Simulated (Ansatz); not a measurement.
SiEt2(OtBu)2 (C₁₂H₂₈O₂Si). The state is a triplet with charge 0. Geometry r2SCAN-D4/def2-SVP, that of the neutral singlet; atoms count from 1.

```xyz
43

Si   -0.520   -0.399   -0.146
C    -0.825   -2.252   -0.123
C    -1.476   -2.813   -1.393
H    -1.424   -2.521    0.768
H     0.166   -2.720    0.029
H    -1.520   -3.915   -1.378
H    -2.509   -2.450   -1.516
H    -0.911   -2.511   -2.289
C    -2.104    0.623   -0.208
C    -2.773    0.719   -1.584
H    -1.844    1.634    0.156
H    -2.816    0.219    0.537
H    -3.649    1.388   -1.568
H    -2.072    1.100   -2.343
H    -3.121   -0.264   -1.941
O     0.374   -0.145   -1.524
C     1.307    0.877   -1.899
C     2.672    0.512   -1.311
C     1.348    0.862   -3.424
C     0.848    2.243   -1.384
H     3.440    1.243   -1.609
H     2.609    0.486   -0.213
H     2.978   -0.484   -1.667
H     1.634   -0.139   -3.783
H     2.075    1.596   -3.808
H     0.355    1.102   -3.835
H     0.804    2.244   -0.283
H    -0.148    2.494   -1.781
H     1.549    3.032   -1.700
O     0.424    0.104    1.141
C     0.387   -0.088    2.556
C     1.036   -1.434    2.890
C     1.201    1.060    3.154
C    -1.055   -0.041    3.070
H     1.104   -1.581    3.979
H     0.451   -2.267    2.467
H     2.052   -1.477    2.466
H     2.227    1.042    2.754
H     1.249    0.985    4.251
H     0.745    2.026    2.885
H    -1.654   -0.861    2.641
H    -1.531    0.916    2.801
H    -1.083   -0.145    4.166
```

Single mean-field runs in def2-TZVP are fitted with def2-universal-jkfit. At PBE0-D4/def2-TZVP a singlet of charge 0 lies 6.85 eV below the triplet at the same geometry.

Q: Estimate the Mulliken populations of the heavy atoms from the PBE0/def2-TZVP orbitals of Ansatz.

A: 
| atom | charge (e) | spin (α − β) |
| --- | --- | --- |
| Si1 | 0.12 | 0.41 |
| C2 | 0.15 | -0.10 |
| C3 | -0.04 | -0.32 |
| C9 | 0.11 | -0.02 |
| C10 | -0.13 | -0.20 |
| O16 | -0.24 | 0.14 |
| C17 | 0.08 | 0.05 |
| C18 | -0.33 | -0.04 |
| C19 | -0.31 | -0.03 |
| C20 | -0.30 | -0.07 |
| O30 | -0.26 | 0.13 |
| C31 | 0.07 | 0.05 |
| C32 | -0.32 | -0.04 |
| C33 | -0.30 | -0.05 |
| C34 | -0.25 | -0.13 |
Mulliken values depend strongly on the basis.

Q: Where does the spin sit?

A: Summed by element: Si 0.41, C -0.89, H 2.21, O 0.28, of 2 unpaired in all. Largest on single atoms: Si1 0.41, C3 -0.32, H11 0.28.

Q: And the Mayer bond orders between heavy atoms (over 0.3)?

A: Si1–C2 0.43 (1.88 Å); Si1–C9 0.49 (1.89 Å); Si1–O16 1.21 (1.66 Å); Si1–O30 1.18 (1.67 Å); C2–C3 1.24 (1.53 Å); C9–C10 1.16 (1.53 Å); O16–C17 0.89 (1.43 Å); C17–C18 0.97 (1.53 Å); C17–C19 0.99 (1.53 Å); C17–C20 0.95 (1.53 Å); O30–C31 0.90 (1.43 Å); C31–C32 0.98 (1.53 Å); C31–C33 0.97 (1.53 Å); C31–C34 0.95 (1.53 Å).
